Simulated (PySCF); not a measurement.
# How methods differ on the excitation energy of Sc²⁺

Sc²⁺ [Ar] 3d1 (2D) → Sc²⁺ [Ar] 4s1 (2S), as a difference of total energies. All numbers are calculated (PySCF 2.14, no relativity, point nucleus, in def2-QZVPPD (11s6p5d3f2g, 93 functions)). Correlated levels: valence and next inner shell: [Ne] frozen. The calculations carry no spin-orbit coupling.

```csv
method,excitation energy (cm⁻¹)
UHF,25654
MP2 (valence and next inner shell),24695
SCS-MP2 (valence and next inner shell),25245
CCSD (valence and next inner shell),24966
CCSD(T) (valence and next inner shell),24781
```
